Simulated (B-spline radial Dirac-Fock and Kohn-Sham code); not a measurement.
Model: Dirac-Fock ΔSCF + Breit + QED. Program: a radial atomic solver. Free neutral atoms.

Task: Order these X-ray lines by photon energy, lowest first.
A. Fe Lβ3
B. Co Lβ4
C. V Lβ3
D. Mn Lγ5
E. Cd Mγ
F. Te Mζ2

Result: F (453.4 eV), C (590.3 eV), E (610.9 eV), D (657.3 eV), A (792.9 eV), B (865.1 eV).

Values without a named source are computed, but for edge energies of neutral atoms, which are taken from tables.
